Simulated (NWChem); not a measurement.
System: silylphosphine (SiPH$_{5}$); SMILES P[SiH3]

Excerpt of the output:

```
             Northwest Computational Chemistry Package (NWChem) 7.3.0
             --------------------------------------------------------

                             Geometry "geometry" -> ""
                             -------------------------

 Output coordinates in angstroms (scale by  1.889725989 to convert to a.u.)

  No.       Tag          Charge          X              Y              Z
 ---- ---------------- ---------- -------------- -------------- --------------
    1 Si                  14.0000    -0.00006000     1.08572700    -0.02207400
    2 P                   15.0000     0.00006100    -1.19214700    -0.09096300
    3 H                    1.0000    -1.21092300     1.56929100    -0.73673500
    4 H                    1.0000     1.20647800     1.56961200    -0.74380000
    5 H                    1.0000     0.00387800     1.65654700     1.35253400
    6 H                    1.0000    -1.03673600    -1.34992800     0.87474900
    7 H                    1.0000     1.04279500    -1.34960400     0.86839000

 Effective nuclear repulsion energy (a.u.)      89.5967322619

                                 NWChem DFT Module
                                 -----------------

 Summary of "ao basis" -> "ao basis" (spherical)
 ------------------------------------------------------------------------------
       Tag                 Description            Shells   Functions and Types
 ---------------- ------------------------------  ------  ---------------------
 Si                       aug-cc-pvdz               11       27   5s4p2d
 P                        aug-cc-pvdz               11       27   5s4p2d
 H                        aug-cc-pvdz                5        9   3s2p

 in cosmo_initialize ...
 calling solv_data for solv:h2o

 solvent parameters
 solvname_short: h2o
 solvname_long:  water
 dielec:       78.4000
 dielecinf:     1.7769
 aqueous SMD model solvent descriptors
 dielec:       78.4000
 sola:          0.8200

          ---------------
          -cosmo- solvent
          ---------------
 Cosmo: York-Karplus, doi: 10.1021/jp992097l
 dielectric constant -eps-     =  78.40
 screen = (eps-1)/(eps    )    =   0.98724
 surface charge correction     = lagrangian

   van der Waals surface
 --------------------------

 ---------- ATOMIC COORDINATES (A.U.) ------------ VDWR(ANG.) --
     1   -0.00011338    2.05172653   -0.04171381     2.470
     2    0.00011527   -2.25283117   -0.17189515     2.120
     3   -2.28831266    2.96552999   -1.39222728     1.200
     4    2.27991283    2.96613659   -1.40557819     1.200
     5    0.00732836    3.13041992    2.55591865     1.200
     6   -1.95914696   -2.55099402    1.65303592     1.200
     7    1.97059681   -2.55038175    1.64101915     1.200
 number of segments per atom =        128
 number of   points per atom =        128
 atom (   nspa,  nppa )
 ----------------------
    1 (     95,     0 )       0
    2 (     76,     0 )       0
    3 (     32,     0 )       0
    4 (     32,     0 )       0
    5 (     34,     0 )       0
    6 (     52,     0 )       0
    7 (     52,     0 )       0
 number of -cosmo- surface points =      373
 molecular surface =    107.033 angstrom**2
 molecular volume  =     91.736 angstrom**3
 -lineq- algorithm             =   0
 -bem- low  level              =   3
 -bem- from -octahedral-
 gaussian surface charge width =   4.50000
 degree of switching           =   1.00000
 switching function tolerance  =   0.00010
 atomic radii =
 --------------
    1 14.000  2.470
    2 15.000  2.120
    3  1.000  1.200
    4  1.000  1.200
    5  1.000  1.200
    6  1.000  1.200
    7  1.000  1.200
 ...... end of -cosmo- initialization ......

 nat:                     7
 ixmem:                  2814
 calling mnsol_interface()
 G(SMD-CDS) energy (kcal/mol)  =     2.975
 SMD-CDS SASA (angstrom**2)    =   122.620

[...]

                                COSMO-SMD solvation results
                                ---------------------------

             internal energy in gas <Psi(g)|H|Psi(g)> =      -633.582405431332
         internal energy in solvent <Psi(s)|H|Psi(s)> =      -633.581813253381
                               delta internal energy  =         0.000592177951 (    0.37 kcal/mol)
   total free energy in solvent <Psi(s)|H+V/2|Psi(s)> =      -633.584496716739
 polarization energy contribution <Psi(s)|V/2|Psi(s)> =        -0.002683463359 (   -1.68 kcal/mol)
    total free energy in solvent including G(SMD-CDS) =      -633.579756417943
                       G(SMD-CDS) energy contribution =         0.004740298796 (    2.97 kcal/mol)
     1 M fixed-concentration free energy of solvation =         0.002649013389 (    1.66 kcal/mol)

                       DFT Final Molecular Orbital Analysis
                       ------------------------------------

 Vector   15  Occ=2.000000D+00  E=-3.567193D-01
              MO Center= -8.2D-04,  9.5D-01, -3.4D-01, r^2= 3.4D+00
   Bfn.  Coefficient  Atom+Function         Bfn.  Coefficient  Atom+Function
  ----- ------------  ---------------      ----- ------------  ---------------
     9      0.311690  1 Si px                55     -0.297627  3 H  s
    64      0.297686  4 H  s                 12      0.295529  1 Si px
    36     -0.150387  2 P  px                82      0.145612  6 H  s
    91     -0.145591  7 H  s                 39     -0.102735  2 P  px
    83      0.082013  6 H  s                 92     -0.082004  7 H  s

 Vector   16  Occ=2.000000D+00  E=-3.363122D-01
              MO Center= -1.3D-04,  4.8D-02, -7.4D-02, r^2= 3.4D+00
   Bfn.  Coefficient  Atom+Function         Bfn.  Coefficient  Atom+Function
  ----- ------------  ---------------      ----- ------------  ---------------
    37     -0.249712  2 P  py                10      0.242845  1 Si py
    40     -0.231853  2 P  py                38      0.207030  2 P  pz
    41      0.200421  2 P  pz                55      0.178630  3 H  s
    64      0.178558  4 H  s                 14     -0.167892  1 Si pz
    82      0.159928  6 H  s                 91      0.159947  7 H  s

 Vector   17  Occ=2.000000D+00  E=-2.803909D-01
              MO Center= -1.0D-04, -9.7D-01, -1.3D-01, r^2= 2.8D+00
   Bfn.  Coefficient  Atom+Function         Bfn.  Coefficient  Atom+Function
  ----- ------------  ---------------      ----- ------------  ---------------
    31      0.333718  2 P  s                 38     -0.301366  2 P  pz
    41     -0.283865  2 P  pz                37     -0.279718  2 P  py
    40     -0.255312  2 P  py                10      0.191049  1 Si py
    30      0.181784  2 P  s                 73      0.144756  5 H  s
    13      0.130355  1 Si py                82     -0.097686  6 H  s

 Vector   18  Occ=0.000000D+00  E=-8.195215D-03
              MO Center=  1.2D-03, -6.1D-01,  3.1D-01, r^2= 1.2D+01
   Bfn.  Coefficient  Atom+Function         Bfn.  Coefficient  Atom+Function
  ----- ------------  ---------------      ----- ------------  ---------------
     5      1.301988  1 Si s                 32      0.965876  2 P  s
    84     -0.693087  6 H  s                 93     -0.693005  7 H  s
    75     -0.628783  5 H  s                 31      0.588971  2 P  s
    57     -0.512300  3 H  s                 66     -0.512341  4 H  s
    16      0.408453  1 Si py                44      0.394426  2 P  pz

 Vector   19  Occ=0.000000D+00  E=-6.002534D-03
              MO Center=  2.1D-05,  9.8D-01, -1.7D-02, r^2= 1.2D+01
   Bfn.  Coefficient  Atom+Function         Bfn.  Coefficient  Atom+Function
  ----- ------------  ---------------      ----- ------------  ---------------
     5      1.993830  1 Si s                 43     -0.727545  2 P  py
    75     -0.707472  5 H  s                 32     -0.701218  2 P  s
    16     -0.605609  1 Si py                 4      0.461162  1 Si s
    57     -0.350762  3 H  s                 66     -0.350898  4 H  s
    40     -0.342281  2 P  py                13     -0.335311  1 Si py

 Vector   20  Occ=0.000000D+00  E= 1.497143D-02
              MO Center=  1.9D-03, -8.1D-01,  3.9D-01, r^2= 7.8D+00
   Bfn.  Coefficient  Atom+Function         Bfn.  Coefficient  Atom+Function
  ----- ------------  ---------------      ----- ------------  ---------------
    84      1.732834  6 H  s                 93     -1.732702  7 H  s
    42      1.304803  2 P  px                39      0.497210  2 P  px
    15     -0.467077  1 Si px                83      0.467912  6 H  s
    92     -0.467863  7 H  s                 57     -0.281810  3 H  s
    66      0.280183  4 H  s                 36      0.251248  2 P  px

     Multipole analysis of the density
     ---------------------------------

     L   x y z        total         alpha         beta         nuclear
     -   - - -        -----         -----         ----         -------
     0   0 0 0      0.000000    -17.000000    -17.000000     34.000000

     1   1 0 0      0.001249     -0.004635     -0.004635      0.010520
     1   0 1 0      0.157195      0.632390      0.632390     -1.107585
     1   0 0 1      0.430281      0.270267      0.270267     -0.110252

     2   2 0 0    -21.563375    -19.859658    -19.859658     18.155940
     2   1 1 0     -0.004670      0.015535      0.015535     -0.035740
     2   1 0 1     -0.003846      0.000576      0.000576     -0.004998
     2   0 2 0    -23.671698    -99.569224    -99.569224    175.466749
     2   0 1 1     -1.591828      1.248223      1.248223     -4.088274
     2   0 0 2    -22.968257    -19.653987    -19.653987     16.339718
```

Level: PBE0/aug-cc-pVDZ, SMD on the gas-phase geometry. All runs use the structure optimised with B3LYP/6-31G* (spherical d). Solvent: water.

### Question
Write an input that gives this output.

### Answer
One answer among several that fit: the input that was run:
```
start job
memory heap 200 mb stack 900 mb global 1100 mb
geometry units angstroms noautosym nocenter noautoz
  Si    -0.000060     1.085727    -0.022074
  P      0.000061    -1.192147    -0.090963
  H     -1.210923     1.569291    -0.736735
  H      1.206478     1.569612    -0.743800
  H      0.003878     1.656547     1.352534
  H     -1.036736    -1.349928     0.874749
  H      1.042795    -1.349604     0.868390
end
basis spherical
  Si library aug-cc-pvdz
  P library aug-cc-pvdz
  H library aug-cc-pvdz
end
dft
  xc pbe0
  iterations 150
end
cosmo
  do_cosmo_smd true
  solvent water
end
task dft energy
```
